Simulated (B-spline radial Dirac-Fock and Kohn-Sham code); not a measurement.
Calculated with a radial finite-basis atomic code, using multi-electron Dirac-Fock with separately optimised hole states, Breit and Lamb-shift corrections added in first order. Free neutral atoms.

**Question.** Order these X-ray lines by photon energy, lowest first.
A. Pr Lβ6
B. Er Lβ7
C. Ba Lα2
D. Cs Lγ3
E. W Lα1
F. Fe Kβ3

**Answer.** C (4451.4 eV), D (5550.4 eV), A (5651.2 eV), F (7053.4 eV), B (8297.4 eV), E (8396.8 eV).
